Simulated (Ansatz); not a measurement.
```xyz
8

O     1.3149   -1.0186   -0.5262
C     0.3183   -0.5709   -0.0527
O    -0.6010   -1.2403    0.6322
C    -0.0847    0.9167   -0.1612
F     0.8278    1.5908   -0.8360
F    -0.2034    1.4537    1.0523
F    -1.2544    1.0336   -0.7886
H    -0.3176   -2.1650    0.6802
```

The species carries charge 0 and has multiplicity 1.

(1) List the r2SCAN/def2-TZVPP orbital energies in eV (Ansatz). (Best estimate.)

Results:

(1) Computed: Occupied: -667.77, -667.77, -667.75, -518.21, -516.57, -280.43, -277.71, -35.42, -32.99, -32.95, -30.47, -28.09, -20.10, -17.56, -15.90, -15.80, -15.30, -13.24, -12.64, -12.27, -12.08, -11.90, -11.20, -11.09, -10.58, -10.35, -9.18, -7.81. Lowest empty: -1.98, 0.44, 2.39, 3.18, 3.85, 4.26, 5.32, 5.65.
